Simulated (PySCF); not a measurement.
PySCF input:

```python
from pyscf import gto, scf, mp, cc as ccmod

mol = gto.M(
    atom='''
    O     1.42178023   -0.15785977   -0.27437465
    S     0.12557724   -0.00871813    0.29948988
    F    -0.61887949    1.23295668   -0.16291058
    F    -0.86817359   -1.07713799   -0.12562729
    ''',
    basis='cc-pvdz',
    charge=1,
    spin=1,
    verbose=4,
)

mf = scf.UHF(mol)
mf.conv_tol = 1e-10
mf.max_cycle = 100
mf.kernel()
mo, _, stable, _ = mf.stability(return_status=True)
if not stable:
    mf.kernel(mf.make_rdm1(mo, mf.mo_occ))
mp2 = mp.MP2(mf, frozen=8).run()
cc = ccmod.CCSD(mf, frozen=8)
cc.max_cycle = 100
cc.kernel()
et = cc.ccsd_t()
print(f'E(CCSD(T)) = {cc.e_tot + et:.9f}')
```

**Question.** Predict the final energy.

**Answer.** -671.48768 Eh (CCSD(T)/cc-pVDZ).
